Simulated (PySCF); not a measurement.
Li⁺ (lithium, charge +1) across methods

1s2, closed-shell 1S. Computed with PySCF 2.14 in aug-cc-pCVTZ (7s6p4d2f, 59 functions), with the non-relativistic Hamiltonian (point nucleus).

```csv
method,E (hartree),mean ε 1s (eV),Σ⟨r²⟩ (bohr²),⟨S²⟩
PBE0,-7.2624,-64.479,0.9102,0.000
UHF,-7.23638,-75.984,0.8906,0.000
r2SCAN,-7.2816,-61.915,0.9038,0.000
wB97X,-7.2866,-66.724,0.8975,0.000
LDA,-7.1427,-59.592,0.9361,0.000
TPSSh,-7.2860,-62.990,0.9014,0.000
M06-2X,-7.2828,-68.379,0.9065,0.000
BLYP,-7.2793,-60.701,0.9202,0.000
PBE,-7.2567,-60.401,0.9193,0.000
```
